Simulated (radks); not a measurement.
Values are calculated unless marked as measured or tabulated.
Spherical jellium clusters: N electrons in a uniform positive sphere of charge N and radius rs N^(1/3), rs = 3.84 bohr. Level of theory: non-relativistic Kohn-Sham, LDA (Slater exchange, Perdew-Wang correlation), spin-polarised, spherical densities (a radial shooting solver with Libxc functionals). Levels are named by radial order and angular momentum (1s, 1p, 1d, 2s, ...), and open shells are averaged over m.

N = 13, configuration 1s2 1p6 1d(up 5, down 0). This is the lowest configuration that the search found. Occupied and some empty levels:

| level | occupation | eigenvalue (eV) | <r> (bohr) |
|---|---|---|---|
| 1s up | 1 | -5.3134 | 5.785 |
| 1s down | 1 | -4.9061 | 5.500 |
| 1p up | 3 | -4.2606 | 6.889 |
| 1p down | 3 | -3.7445 | 6.837 |
| 1d up | 5 | -2.9488 | 7.787 |
| 1d down | 0 | -2.4157 | 7.900 |
| 2s up | 0 | -2.3664 | 6.983 |
| 2s down | 0 | -2.0991 | 7.226 |
| 1f up | 0 | -1.4799 | 8.753 |
| 2p up | 0 | -1.0169 | 9.481 |
| 1f down | 0 | -0.99528 | 9.093 |
| 2p down | 0 | -0.77887 | 10.02 |

Energy (eV): total -22.9886, kinetic 24.966, external -599.05, Hartree 294.34, exchange-correlation -48.830, background 305.59.
